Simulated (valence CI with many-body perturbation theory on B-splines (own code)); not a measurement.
**Yb XLVIII: what each term of the Hamiltonian does**

Computed by relativistic CI+MBPT: five valence electrons over a frozen Dirac-Fock core [Ar], radial functions for each j: 7 s, 7 p, 8 d, 6 f, 4 g, 1 h, with the one-electron correlation potential Σ1 (screened to all orders), the two-electron term Σ2, the three-electron term Σ3, Breit, model QED; selected single and double excitations, second order for the rest (own B-spline code, finite nucleus).

The last digits are not significant, and no measured levels were compared; by estimate large intervals hold to a few tenths of a per cent, small ones and those within an open d or f shell to about a per cent. The list stops below the first excitations out of the core. Only levels of the ground parity were solved; by the run's estimate the other parity begins above the list, which can be wrong where configurations are misplaced.

Each rung adds one term. CI alone is the Dirac-Coulomb CI over the frozen core; QED comes last and gives the full result, which names the levels. Energies are above (3d3/2^4 3d5/2) J=5/2 on the same rung, in eV.

Levels are named by their leading jj configuration (3d3/2^4 stands for four electrons in 3d with j = 3/2), which in mixed levels can hold well under half, so a name can repeat and another be missing. Letters in brackets count levels of one name in rising energy.

| Level | CI alone | + Σ1 | + Σ2 | + Σ3 | + Breit | Full |
| --- | --- | --- | --- | --- | --- | --- |
| (3d3/2^3 3d5/2^2) J=5/2 [a] | 42.69 | 42.91 | 43.57 | 43.77 | 42.57 | 42.72 |
| (3d3/2^3 3d5/2^2) J=7/2 [a] | 54.70 | 54.92 | 55.33 | 55.46 | 53.70 | 53.84 |
| (3d3/2^3 3d5/2^2) J=11/2 | 57.01 | 57.24 | 58.06 | 58.03 | 55.04 | 55.18 |
| (3d3/2^3 3d5/2^2) J=3/2 [a] | 55.84 | 56.07 | 56.23 | 56.27 | 55.25 | 55.39 |
| (3d3/2^3 3d5/2^2) J=9/2 | 61.48 | 61.71 | 62.15 | 62.23 | 59.93 | 60.08 |
| (3d3/2^3 3d5/2^2) J=5/2 [b] | 64.45 | 64.69 | 64.69 | 64.88 | 63.12 | 63.27 |
| (3d3/2^3 3d5/2^2) J=1/2 | 66.94 | 67.18 | 67.05 | 67.19 | 65.90 | 66.06 |
| (3d3/2^3 3d5/2^2) J=7/2 [b] | 69.17 | 69.40 | 69.40 | 69.37 | 67.56 | 67.71 |
| (3d3/2^3 3d5/2^2) J=3/2 [b] | 83.21 | 83.47 | 83.16 | 83.30 | 82.21 | 82.38 |
| (3d3/2^2 3d5/2^3) J=5/2 [a] | 96.29 | 96.73 | 97.61 | 97.82 | 95.48 | 95.77 |
| (3d3/2^2 3d5/2^3) J=7/2 [a] | 104.91 | 105.36 | 106.12 | 106.31 | 103.28 | 103.57 |
| (3d3/2^2 3d5/2^3) J=11/2 | 106.23 | 106.68 | 107.97 | 108.02 | 103.84 | 104.14 |
| (3d3/2^2 3d5/2^3) J=9/2 [a] | 107.95 | 108.40 | 109.29 | 109.41 | 105.73 | 106.02 |
| (3d3/2^2 3d5/2^3) J=13/2 | 112.02 | 112.48 | 113.91 | 113.86 | 108.63 | 108.93 |
| (3d3/2^2 3d5/2^3) J=1/2 [a] | 110.96 | 111.42 | 111.77 | 111.99 | 109.76 | 110.05 |
| (3d3/2^2 3d5/2^3) J=3/2 [a] | 112.23 | 112.69 | 113.20 | 113.30 | 110.96 | 111.25 |
| (3d3/2^2 3d5/2^3) J=5/2 [b] | 114.10 | 114.55 | 114.95 | 115.12 | 112.20 | 112.50 |
| (3d3/2^2 3d5/2^3) J=9/2 [b] | 119.38 | 119.84 | 120.62 | 120.63 | 117.15 | 117.44 |
| (3d3/2^2 3d5/2^3) J=7/2 [b] | 122.22 | 122.68 | 122.97 | 123.09 | 119.43 | 119.73 |
| (3d3/2^2 3d5/2^3) J=5/2 [c] | 122.83 | 123.29 | 123.56 | 123.73 | 121.29 | 121.58 |
| (3d3/2^2 3d5/2^3) J=3/2 [b] | 124.89 | 125.34 | 125.16 | 125.11 | 122.22 | 122.50 |
| (3d3/2^2 3d5/2^3) J=7/2 [c] | 129.82 | 130.29 | 130.50 | 130.62 | 127.38 | 127.67 |
| (3d3/2^2 3d5/2^3) J=1/2 [b] | 129.49 | 129.95 | 129.68 | 129.87 | 127.47 | 127.76 |
| (3d3/2^2 3d5/2^3) J=9/2 [c] | 138.18 | 138.66 | 138.83 | 138.94 | 135.48 | 135.78 |
| (3d3/2^2 3d5/2^3) J=3/2 [c] | 152.38 | 152.85 | 151.97 | 152.28 | 149.99 | 150.28 |
| (3d3/2^2 3d5/2^3) J=5/2 [d] | 154.33 | 154.84 | 154.47 | 154.74 | 152.13 | 152.46 |
| (3d3/2 3d5/2^4) J=5/2 [a] | 159.21 | 159.85 | 160.71 | 160.67 | 157.19 | 157.61 |
| (3d3/2 3d5/2^4) J=7/2 [a] | 167.51 | 168.20 | 169.14 | 169.18 | 164.87 | 165.31 |
| (3d3/2 3d5/2^4) J=11/2 | 169.87 | 170.56 | 172.01 | 171.95 | 166.44 | 166.89 |
| (3d3/2 3d5/2^4) J=3/2 [a] | 169.95 | 170.63 | 171.29 | 171.48 | 167.96 | 168.40 |
| (3d3/2 3d5/2^4) J=9/2 | 176.65 | 177.33 | 178.16 | 178.24 | 173.45 | 173.89 |

Task: How does the ionisation energy move along the ladder, and which term matters most?

Result: CI alone 4039.4, + Σ1 4041.7, + Σ2 4052.4, + Σ3 4052.7, + Breit 4051.1, + QED 4051.2 eV. The largest step is Σ2, 10.7 eV. NIST lists 4051 ± 4 eV (theoretical).
